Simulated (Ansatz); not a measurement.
A nudged elastic band was laid between two geometries of CH₈BClSi₂ (13 atoms, charge 0, multiplicity 1).

All numbers below come from Ansatz 0.2.0, RKS BHLYP-D4/def2-SVP.

```
movable images  : 5
climbing image  : yes
spring          : 5.0 eV/Å²
optimiser       : quadratic models (default)
start path      : through a guess of the saddle point
force threshold : 0.05 eV/Å
iteration limit : 60
end points      : relaxed
```

First end point:

```xyz
13
Properties=species:S:1:pos:R:3
B -0.405 2.080 1.245
Si -1.360 0.775 0.051
Si 0.485 -0.319 -0.917
C 0.778 -2.040 -0.254
Cl 2.121 0.876 -0.343
H -0.183 3.201 0.890
H -0.016 1.736 2.325
H -2.179 -0.231 0.777
H -2.200 1.392 -1.007
H 0.474 -0.325 -2.397
H 1.721 -2.446 -0.631
H -0.035 -2.705 -0.562
H 0.819 -2.030 0.838
```

Last end point:

```xyz
13
Properties=species:S:1:pos:R:3
B -0.401 2.035 1.273
Si -1.363 0.787 0.028
Si 0.474 -0.318 -0.941
C 0.786 -2.016 -0.232
Cl 2.112 0.900 -0.424
H -0.006 1.641 2.332
H -0.179 3.171 0.971
H -2.215 -0.220 0.714
H -2.172 1.451 -1.024
H 0.444 -0.370 -2.419
H 1.726 -2.424 -0.612
H -0.026 -2.696 -0.509
H 0.842 -1.975 0.859
```

Q: Which bonds break or form, and what moves?

A: No bond is made or broken. The dihedral H7–B1–Si2–Si3 goes from -83 to 97°.

Q: Give the energies along the band, and the barrier.

A: It converged. The highest image is number 3 of 0 to 6, 0.092 eV above the ends, which have the same energy within 2 meV. A vibrational analysis at the climbing image gives one clearly imaginary mode, 150i cm⁻¹: a first-order saddle point.

| image | path coordinate (Å) | energy (eV) | dihedral H7–B1–Si2–Si3 (°) |
| --- | --- | --- | --- |
| 0 | 0.00 | 0.000 | -83 |
| 1 | 1.07 | 0.004 | -73 |
| 2 | 2.15 | 0.047 | -40 |
| 3 | 3.23 | 0.092 | 3 |
| 4 | 4.47 | 0.061 | 53 |
| 5 | 5.71 | 0.014 | 94 |
| 6 | 6.95 | 0.000 | 97 |

Q: What is the geometry of the highest image?

A: 
```xyz
13
Properties=species:S:1:pos:R:3
B -0.570 1.809 1.558
Si -1.218 0.896 -0.127
Si 0.463 -0.398 -1.113
C 0.902 -1.918 -0.117
Cl 2.133 0.859 -1.163
H -1.333 2.468 2.206
H 0.559 1.721 1.946
H -2.412 0.058 0.173
H -1.641 1.945 -1.094
H 0.169 -0.777 -2.514
H 1.757 -2.436 -0.558
H 0.055 -2.611 -0.094
H 1.157 -1.651 0.912
```

Q: What are the harmonic wavenumbers there?

A: 150i, 49, 91, 122, 172, 187, 246, 366, 421, 532, 584, 625, 657, 691, 749, 765, 812, 862, 926, 944, 954, 1211, 1323, 1480, 1487, 2246, 2254, 2292, 2647, 2746, 3117, 3213, 3223 cm⁻¹.

The band took 20 iterations and roughly 14 core-minutes.

Time of the run: 7.2 min on 2 threads of Arm Neoverse V1, with other jobs on the host, peak memory 0.3 GiB.
